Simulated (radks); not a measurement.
Task: Radial electron density D(r) = 4 pi r^2 rho(r) of an atom or ion with 36 electrons. All-electron calculation, scalar-relativistic Kohn-Sham, SCAN, spin-polarised, spherical densities, finite nucleus; meta-GGA in the generalised Kohn-Sham scheme; Fermi nuclear charge, rms radius of each element as measured or else 0.836 A^(1/3) + 0.57 fm. Program: a radial shooting solver on a logarithmic mesh with Libxc functionals.

| r (bohr) | D(r) (e/bohr) |
|---|---|
| 0.001287 | 2.439 |
| 0.001463 | 3.041 |
| 0.00165 | 3.732 |
| 0.001875 | 4.631 |
| 0.002114 | 5.654 |
| 0.002403 | 6.971 |
| 0.002709 | 8.452 |
| 0.003079 | 10.34 |
| 0.003472 | 12.43 |
| 0.003946 | 15.04 |
| 0.004449 | 17.88 |
| 0.005056 | 21.35 |
| 0.005701 | 25.03 |
| 0.006479 | 29.39 |
| 0.007306 | 33.84 |
| 0.008303 | 38.89 |
| 0.009362 | 43.77 |
| 0.01064 | 48.95 |
| 0.012 | 53.56 |
| 0.01363 | 57.91 |
| 0.0155 | 61.39 |
| 0.01747 | 63.59 |
| 0.01986 | 64.60 |
| 0.02239 | 64.28 |
| 0.02545 | 62.72 |
| 0.02869 | 60.51 |
| 0.03261 | 58.04 |
| 0.03677 | 56.38 |
| 0.04179 | 56.17 |
| 0.04712 | 58.01 |
| 0.05355 | 62.33 |
| 0.06038 | 68.09 |
| 0.06862 | 74.81 |
| 0.07737 | 79.99 |
| 0.08794 | 82.50 |
| 0.09915 | 80.94 |
| 0.1127 | 75.20 |
| 0.1271 | 67.54 |
| 0.1444 | 59.78 |
| 0.1628 | 55.54 |
| 0.1851 | 55.79 |
| 0.2103 | 60.15 |
| 0.2371 | 65.15 |
| 0.2695 | 67.37 |
| 0.3039 | 63.84 |
| 0.3454 | 54.01 |
| 0.3894 | 41.65 |
| 0.4426 | 29.26 |
| 0.499 | 21.34 |
| 0.5672 | 17.49 |
| 0.6395 | 16.57 |
| 0.7268 | 15.86 |
| 0.8195 | 13.82 |
| 0.9314 | 10.15 |
| 1.05 | 6.375 |
| 1.193 | 3.153 |
| 1.346 | 1.317 |
| 1.529 | 0.4057 |
| 1.724 | 0.1042 |
| 1.96 | 0.01811 |
| 2.21 | 0.002568 |
| 2.511 | 0.0002202 |

What is the nuclear charge?

Result: Z = 50. The innermost maximum, from 1s, lies near gamma/Z bohr with gamma = sqrt(1 - (Z/c)^2) = 0.931, here 0.0186 bohr (found: 0.0203), and its height grows with Z. The density is that of the tin ion Sn14+ in [Kr]; the configuration itself is not fixed sharply by these data, and Z only to a few units. D(r) has 3 maxima, at r = 0.0203, 0.0894, 0.267 bohr, and minima at 0.0398, 0.172 bohr, inside which lie 1.99, 11.05 electrons.
